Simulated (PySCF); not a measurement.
## Potential energy of InF along the bond

Set-up: PySCF, scalar-relativistic core potentials, basis sets In def2-SVP with ECP28, F def2-SVP. Energies in eV from In + F in their ground configurations at the same level. State: ¹Σ⁺ (singlet), closed shell.

Curves on a restricted Hartree–Fock reference rise too fast on stretching and do not dissociate correctly.

```csv
R (Å),HSE06,RHF-CCSD(T)
1.723,-4.124,
1.804,-4.776,-4.515
1.884,-5.123,-4.870
1.944,-5.240,-4.990
2.004,-5.268,-5.018
2.064,-5.229,-4.978
2.144,-5.102,-4.846
2.244,-4.864,-4.600
2.365,-4.516,-4.238
2.525,-4.016,
```

Put a parabola through the three lowest points of the HSE06 curve and estimate Re, k and ωe (reduced mass 16.3 u; 1 eV/Å² = 0.16022 mdyn/Å; ωe = 1302.8·√(k/μ) cm⁻¹).

Through R = 1.944, 2.004, 2.064 Å the second-order coefficient is 9.31 eV/Å², so Re ≈ 1.999 Å, k ≈ 2.98 mdyn/Å and ωe ≈ 557 cm⁻¹. A polynomial fit of higher order to the unrounded HSE06 energies gives Re = 1.996 Å, k = 3.08 mdyn/Å, ωe = 566 cm⁻¹; anharmonicity and rounding make the difference.

The higher-order fit for each curve: HSE06: Re = 1.996 Å, ωe = 566 cm⁻¹, De = 5.27 eV; RHF-CCSD(T): Re = 1.996 Å, ωe = 573 cm⁻¹, De = 5.02 eV.

Correlated steps freeze 5 core orbitals. Correlated levels converge slowly with the basis: in double zeta they bind strong bonds too weakly, by up to about 1 eV, and carry superposition errors of some tenths. Spin–orbit coupling is left out, which matters for elements this heavy, above all for dissociation energies. Where the molecule has an RHF reference, its open-shell atoms are computed with UHF.
